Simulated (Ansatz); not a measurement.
Pulling on the B1–H2 bond in BBrH2 (SMILES BBr) (multiplicity 1 held, fragments rigid). Energies count from the point at 1.183 Å.
Geometry at that point (charge 0, multiplicity 1):
| atom | x (Å) | y (Å) | z (Å) |
|---|---|---|---|
| B | -0.8490 | -1.2912 | 0.2112 |
| H | -0.4717 | -2.0737 | 1.0149 |
| H | -1.8265 | -1.4215 | -0.4431 |
| Br | 0.1869 | 0.2843 | -0.0465 |

Signs of static correlation in cc-pVDZ, with CASSCF(2,2), from Ansatz (a first-principles code) runs.

```
R (Å)  T1 of restricted CCSD  ⟨S²⟩ of UHF  largest double amplitude of restricted CCSD  weight of the CASSCF reference in MRCISD  CASSCF natural occupations
-----  ---------------------  -----------  -------------------------------------------  ----------------------------------------  --------------------------
0.947                  0.015        0.000                                        0.040                                     0.915                   1.99 0.01
1.065                  0.015        0.000                                        0.040                                     0.915                   1.99 0.01
1.183                  0.015        0.000                                        0.040                                     0.914                   1.98 0.02
1.302                  0.015        0.000                                        0.040                                     0.914                   1.98 0.02
1.420                  0.015        0.000                                        0.040                                     0.914                   1.97 0.03
1.598                  0.016        0.000                                        0.043                                     0.914                   1.95 0.05
1.775                  0.017        0.000                                        0.087                                     0.914                   1.92 0.08
2.071                  0.021   (withheld)                                        0.186                                     0.914                   1.85 0.15
2.367                  0.027        0.761                                        0.294                                     0.914                   1.73 0.27
2.722                  0.039        0.911                                        0.433                                     0.914                   1.56 0.44
3.195             (withheld)        0.979                                        0.616                                     0.914                   1.33 0.67
3.787                  0.073        0.999                                        0.792                                     0.914                   1.15 0.85
```

Task: Complete the blanks.

Result: 
- 2.071, ⟨S²⟩ of UHF: 0.458
- 3.195, T1 of restricted CCSD: 0.057

Doubts at one or more of the structures used: a restricted determinant that unrestricted orbitals would lower (R-CCSD(T)/cc-pVDZ); other coupled-cluster roots lie near (R-CCSD(T)/cc-pVDZ); T1 above 0.05 (R-CCSD(T)/cc-pVDZ, U-CCSD(T)/cc-pVDZ); a spin-contaminated determinant (U-CCSD(T)/cc-pVDZ).
